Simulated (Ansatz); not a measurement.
Gas-phase electronic energies from Ansatz, PBE0-D4/def2-TZVP geometries. CCSD(T)/CBS adds triple-zeta CCSD(T) − MP2 to the extrapolated MP2 energy (def2 sets, frozen cores). This one scheme is used for every species. Functionals use def2-TZVPP. One conformer a species, not always the lowest.

Reaction (silylene formation by 1,1-elimination): `N=C[SiH2]O` → `N=CO` + `[SiH2]`

| level | ΔE (kJ/mol) |
| --- | --- |
| ωB97X-V | 324.7 |
| r2SCANh | 330.8 |
| LC-ωPBE | 328.5 |
| CCSD(T)/def2-TZVPP | 316.6 |

(1) What does CCSD(T)/CBS give? (An estimate is asked.)

Largest T1 diagnostic among the species: 0.014.

## Answers

(1) Computed: +327.3 kJ/mol. The listed levels differ from it by -2.6, 3.5, 1.2, -10.7 kJ/mol.

Leaving LDA and LC-ωPBE aside and taking each functional with its dispersion term where it has one, the values, not all of them listed here, spread over 35.2 kJ/mol, from BLYP-D4 to r2SCAN0-D4. LDA lies +28.6 kJ/mol from PBE without D4. From r2SCAN to r2SCAN0 (25 % exact exchange), in def2-TZVPP and without D4, ΔE moves by +3.6 kJ/mol. The D4 term adds +12.4 kJ/mol with B3LYP and +6.6 kJ/mol with PBE0; it sums over pairs of atoms, weighted by their polarisabilities, and B3LYP, whose exchange is more repulsive, gets the larger term.

B3LYP here is the variant with VWN-RPA as its local correlation; programs differ in this.
